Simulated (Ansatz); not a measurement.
System: CH3Zn, net charge 0, doublet state. The spin state was set by rule; other spins were not relaxed. 
Geometry from a B3LYP-D3(BJ)/def2-TZVP (Ansatz, an electronic-structure program) optimisation:
```xyz
5

Zn    -0.3526    -0.2204    -0.2831
C      1.0971     0.6858     0.8809
H      1.6225    -0.0947     1.4297
H      0.5981     1.3733     1.5626
H      1.7754     1.2194     0.2163
```
Charge 0, spin multiplicity 2.

**Question.** Give the harmonic wavenumbers at B3LYP-D3(BJ)/def2-TZVP (Ansatz, finite differences of forces, unscaled).

**Answer.** 394, 598, 598, 1080, 1439, 1439, 3037, 3141, 3141 cm⁻¹. Zero-point energy 21.3 kcal/mol.

**Question.** From these and the geometry, give the ideal-gas thermochemistry at 298.15 K and 1 atm (rigid rotor, harmonic oscillator).

**Answer.** Point group C3v, rotational symmetry number 3. Rotational constants 155.6, 8.766, 8.766 GHz. S(trans) 39.07, S(rot) 18.64, S(vib) 1.99, S(elec, spin only) 1.38, S 61.1 cal/(mol K). H(298) - H(0) 2.79 kcal/mol; G - E(el) 5.8 kcal/mol.
